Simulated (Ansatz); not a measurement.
`C[Se][SnH]([Cl])[Cl]` + HBr → `[Cl][SnH]([Cl])[Br]` + `C[SeH]` at 700 K and 1 bar (ligand exchange at the Sn–Se bond).

Program: Ansatz. Geometries: PBE0-D4/def2-TZVP. ΔE: electronic, gas phase. CCSD(T)/CBS adds triple-zeta CCSD(T) − MP2 to the extrapolated MP2 energy (def2 sets, frozen cores). def2 core potentials past Kr. For Br, Se, Sn outer-core shells are correlated without core-valence functions, which leaves a few kJ/mol of doubt a bond. Scalar relativity is left out up to krypton. Each species was taken in one conformer, which may not be the lowest.

| species | CCSD(T)/CBS energy (Eh) | H − E (kJ/mol) | S (J/(mol·K)) |
| --- | --- | --- | --- |
| `C[Se][SnH]([Cl])[Cl]` | -3574.86900 | 208.2 | 540.4 |
| HBr | -2573.91920 | 36.5 | 223.7 |
| `[Cl][SnH]([Cl])[Br]` | -3707.63582 | 84.2 | 446.3 |
| `C[SeH]` | -2441.15625 | 157.6 | 325.3 |

H − E and S are ideal-gas, rigid-rotor, harmonic terms from PBE0-D4/def2-TZVP, for one conformer and one mirror image of each species. 1 Eh = 2625.50 kJ/mol, R = 8.31446 J/(mol·K).

Problem. By hand: ΔE, ΔH, ΔS and ΔG.

Solution. ΔE = (-3707.63582) + (-2441.15625) − (-3574.86900) − (-2573.91920) = -0.00387 Eh = -10.2 kJ/mol. Δ(H − E) = 84.2 + 157.6 − 208.2 − 36.5 = -2.9, so ΔH = -13.1 kJ/mol. ΔS = 446.3 + 325.3 − 540.4 − 223.7 = 7.5 J/(mol·K). ΔG = -13.1 − 700 × (7.5)/1000 = -18.4 kJ/mol.

Problem. By hand: the equilibrium constant, and the temperature at which ΔG would vanish if ΔH and ΔS stayed fixed.

Solution. log₁₀ K = −ΔG/(RT ln 10) = 1.4. ΔH and −TΔS have one sign here, so there is no such temperature.

TΔS isn't small against ΔH here. A doubt of 5 kJ/mol in ΔE shifts log₁₀ K by 0.4 here. Other conformers and mirror images would add mixing entropy, several J/(mol·K) or more a flexible species. Modes under 60 cm⁻¹, often nearly free rotors, make the harmonic entropy too high. These are equilibria of isolated gas molecules and say nothing of rates. Largest T1 diagnostic: 0.011 (customary marks: 0.02 for closed shells, 0.045 for open ones).

ΔS is within the doubt of such terms, so its sign, and with it that verdict, could turn.
